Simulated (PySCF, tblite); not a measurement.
Isomers of C7H12OSi, one GFN2-xTB conformer each. Single-point energies are computed at PBE0/pcSseg-1 (PySCF, gas phase, no added dispersion term), electronic only.

```csv
SMILES,GFN2-xTB relative energy (kcal/mol)
C=C1C[C@@H]1[C@@H]1CCO[SiH2]1,0.0
C#C/C(=C/O[SiH3])CCC,9.0
C#C/C(=C\O[SiH3])CCC,9.6
CCCC1=CC(=O)[SiH2]C1,15.8
C=C[C@@H](C)C1=C[SiH2]CO1,26.9
C[C@@H]1C[Si@H](CC2=CC2)O1,37.7
C#C[C@@](C)(C=O)C[SiH2]C,55.2
C#C[Si@]1(C)C[C@H](CO)C1,65.3
```

Conformers: `[CH2:1]=[C:2]1[CH2:3][C@@H:4]1[C@@H:5]1[CH2:6][CH2:7][O:8][SiH2:9]1` with C3–C4–C5–C6 -158°, C1–C2–C3–C4 -177°, C2–C3–C4–C5 109°, C4–C5–C6–C7 -159°, C5–C6–C7–O8 38°; `[CH:1]#[C:2]/[C:3](=[CH:4]/[O:5][SiH3:6])[CH2:7][CH2:8][CH3:9]` with C3–C4–O5–Si6 -179°, C2–C3–C7–C8 74°, C3–C7–C8–C9 -177°; `[CH:1]#[C:2]/[C:3](=[CH:4]\[O:5][SiH3:6])[CH2:7][CH2:8][CH3:9]` with C3–C4–O5–Si6 167°, C2–C3–C7–C8 69°, C3–C7–C8–C9 64°; `[CH3:1][CH2:2][CH2:3][C:4]1=[CH:5][C:6](=[O:7])[SiH2:8][CH2:9]1` with C1–C2–C3–C4 180°, C2–C3–C4–C5 102°; `[CH2:1]=[CH:2][C@@H:3]([CH3:4])[C:5]1=[CH:6][SiH2:7][CH2:8][O:9]1` with C1–C2–C3–C4 120°, C2–C3–C5–C6 116°; `[CH3:1][C@@H:2]1[CH2:3][Si@H:4]([CH2:5][C:6]2=[CH:7][CH2:8]2)[O:9]1` with C3–Si4–C5–C6 -30°, Si4–C5–C6–C7 -92°; `[CH:1]#[C:2][C@@:3]([CH3:4])([CH:5]=[O:6])[CH2:7][SiH2:8][CH3:9]` with C2–C3–C5–O6 137°, C2–C3–C7–Si8 -47°, C3–C7–Si8–C9 -41°; `[CH:1]#[C:2][Si@:3]1([CH3:4])[CH2:5][C@H:6]([CH2:7][OH:8])[CH2:9]1` with C5–C6–C7–O8 -47°, C6–C7–O8–H -52°, C2–Si3–C5–C6 -101°, Si3–C5–C6–C7 111°, C5–C6–C9–Si3 9°, C2–Si3–C9–C6 105°.

Q: What does PBE0/pcSseg-1 give for the same structures?

A: 
```
                       SMILES  PBE0/pcSseg-1 E (Eh)  PBE0/pcSseg-1 (kcal/mol)  GFN2-xTB (kcal/mol)  point group
         CCCC1=CC(=O)[SiH2]C1            -638.08117                       0.0                 15.8           C1
C=C1C[C@@H]1[C@@H]1CCO[SiH2]1            -638.05436                      16.8                  0.0           C1
    C=C[C@@H](C)C1=C[SiH2]CO1            -638.04840                      20.6                 26.9           C1
   C[C@@H]1C[Si@H](CC2=CC2)O1            -638.03179                      31.0                 37.7           C1
     C#C[Si@]1(C)C[C@H](CO)C1            -638.03029                      31.9                 65.3           C1
         C#C/C(=C/O[SiH3])CCC            -638.02506                      35.2                  9.0           C1
         C#C/C(=C\O[SiH3])CCC            -638.02315                      36.4                  9.6           C1
     C#C[C@@](C)(C=O)C[SiH2]C            -638.02014                      38.3                 55.2           C1
```

GFN2-xTB puts C=C1C[C@@H]1[C@@H]1CCO[SiH2]1 lowest instead; measured from each level's own lowest isomer, the values differ by up to 33.4 kcal/mol (C#C[Si@]1(C)C[C@H](CO)C1: 65.3 against 31.9). As drawn, the lowest has a C=C bond outside aromatic rings, which the highest lacks; the highest has a C≡C bond and a quaternary carbon, which the lowest lacks. Neighbours under 2.5 kcal/mol apart (C[C@@H]1C[Si@H](CC2=CC2)O1 and C#C[Si@]1(C)C[C@H](CO)C1; C#C/C(=C/O[SiH3])CCC and C#C/C(=C\O[SiH3])CCC; C#C/C(=C\O[SiH3])CCC and C#C[C@@](C)(C=O)C[SiH2]C) can change places with a better method, another conformer or zero-point energy. C#C/C(=C/O[SiH3])CCC and C#C/C(=C\O[SiH3])CCC are stereoisomers, 1.2 kcal/mol apart in the conformers taken.

Q: Which frontier levels, dipoles and rotational constants go with these structures?

A: 
```json
{"SMILES": "CCCC1=CC(=O)[SiH2]C1", "HOMO (eV, PBE0/pcSseg-1)": "-6.42", "LUMO (eV)": "-1.54", "dipole (D)": "4.45", "A, B, C (MHz)": "2963, 679.7, 587.0"}
{"SMILES": "C=C1C[C@@H]1[C@@H]1CCO[SiH2]1", "HOMO (eV, PBE0/pcSseg-1)": "-7.38", "LUMO (eV)": "0.09", "dipole (D)": "1.26", "A, B, C (MHz)": "2985, 838.1, 686.6"}
{"SMILES": "C=C[C@@H](C)C1=C[SiH2]CO1", "HOMO (eV, PBE0/pcSseg-1)": "-6.51", "LUMO (eV)": "0.02", "dipole (D)": "0.31", "A, B, C (MHz)": "2661, 803.4, 756.6"}
{"SMILES": "C[C@@H]1C[Si@H](CC2=CC2)O1", "HOMO (eV, PBE0/pcSseg-1)": "-6.72", "LUMO (eV)": "0.20", "dipole (D)": "1.09", "A, B, C (MHz)": "1998, 1115, 886.1"}
{"SMILES": "C#C[Si@]1(C)C[C@H](CO)C1", "HOMO (eV, PBE0/pcSseg-1)": "-7.51", "LUMO (eV)": "-0.10", "dipole (D)": "1.96", "A, B, C (MHz)": "1804, 1171, 829.4"}
{"SMILES": "C#C/C(=C/O[SiH3])CCC", "HOMO (eV, PBE0/pcSseg-1)": "-6.30", "LUMO (eV)": "-0.35", "dipole (D)": "1.42", "A, B, C (MHz)": "1623, 742.0, 530.0"}
{"SMILES": "C#C/C(=C\\O[SiH3])CCC", "HOMO (eV, PBE0/pcSseg-1)": "-6.32", "LUMO (eV)": "-0.41", "dipole (D)": "1.48", "A, B, C (MHz)": "2041, 711.5, 589.4"}
{"SMILES": "C#C[C@@](C)(C=O)C[SiH2]C", "HOMO (eV, PBE0/pcSseg-1)": "-7.53", "LUMO (eV)": "-1.01", "dipole (D)": "2.30", "A, B, C (MHz)": "1635, 1153, 971.5"}
```

Q: What happens when harmonic zero-point energies from GFN2-xTB frequencies are added?

A: 
| SMILES | ZPE (kcal/mol) | electronic (kcal/mol) | with ZPE (kcal/mol) |
| --- | --- | --- | --- |
| CCCC1=CC(=O)[SiH2]C1 | 105.3 | 0.0 | 0.0 |
| C=C1C[C@@H]1[C@@H]1CCO[SiH2]1 | 105.9 | 16.8 | 17.4 |
| C=C[C@@H](C)C1=C[SiH2]CO1 | 104.5 | 20.6 | 19.7 |
| C[C@@H]1C[Si@H](CC2=CC2)O1 | 106.0 | 31.0 | 31.7 |
| C#C[Si@]1(C)C[C@H](CO)C1 | 106.4 | 31.9 | 33.1 |
| C#C/C(=C/O[SiH3])CCC | 102.0 | 35.2 | 32.0 |
| C#C/C(=C\O[SiH3])CCC | 102.1 | 36.4 | 33.2 |
| C#C[C@@](C)(C=O)C[SiH2]C | 101.9 | 38.3 | 34.9 |

The zero-point energies span 4.5 kcal/mol. The lowest isomer stays, but the order above it changes.
